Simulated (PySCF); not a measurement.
B(OH)(OMe)(NH2) (CH6BNO2), SMILES COB(N)O.

The structure is a stationary point at PBE0-D3(BJ)/def2-SVP. The values are those of a single conformer.

Calculation: PySCF with HF/def2-TZVP.

The molecule is in vacuum.

Computed frontier levels, gap, dipole moment and polarisability:
```json
{
  "highest_occupied_level": "-11.42 eV",
  "lowest_empty_level": "3.06 eV",
  "orbital_gap": "14.49 eV",
  "dipole_moment": "3.57 D",
  "quadrupole, principal values (traceless, Buckingham form, about the centre of nuclear charge)": "-5.27, -4.92, 10.19 D·Å",
  "mean_static_polarisability": "37.6 bohr³ (5.57 Å³)",
  "polarisability_principal_values": "31.0, 38.1, 43.6 bohr³"
}
```
